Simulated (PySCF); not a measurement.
## Working out the electron affinity of Cu

Cu⁻ [Ar] 3d10 4s2 (1S) → Cu [Ar] 3d10 4s1 (2S). All numbers are calculated (PySCF 2.14, scalar relativity through the core potential, in aug-cc-pwCVDZ-PP with ECP10MDF (6s6p5d3f, 70 functions)). Frozen: nothing. Energies in hartree (1 hartree = 27.21139 eV):

```json
{"part": "UHF", "Cu⁻ (lower)": "-196.165625", "Cu (upper)": "-196.165394"}
{"part": "MP2 opposite-spin", "Cu⁻ (lower)": "-0.616637", "Cu (upper)": "-0.591270"}
{"part": "MP2 same-spin", "Cu⁻ (lower)": "-0.302254", "Cu (upper)": "-0.296435"}
```

Task: What does Hartree-Fock give?

Result: (-196.165394) − (-196.165625) = 0.000231 hartree = 0.006 eV.

Task: What do MP2 and SCS-MP2 (6/5 opposite-spin, 1/3 same-spin) give?

Result: The opposite-spin parts differ by 0.690 eV and the same-spin parts by 0.158 eV. MP2: 0.006 + (0.690) + (0.158) = 0.854 eV. SCS-MP2: 0.006 + 1.2 × (0.690) + (0.158)/3 = 0.887 eV.

Reference: 1.236 eV (measured; photodetachment measurements, as compiled on the Wikipedia data page of electron affinities).

A double-zeta basis recovers only part of the correlation energy.

What remains against the reference includes basis incompleteness and correlation beyond second order.
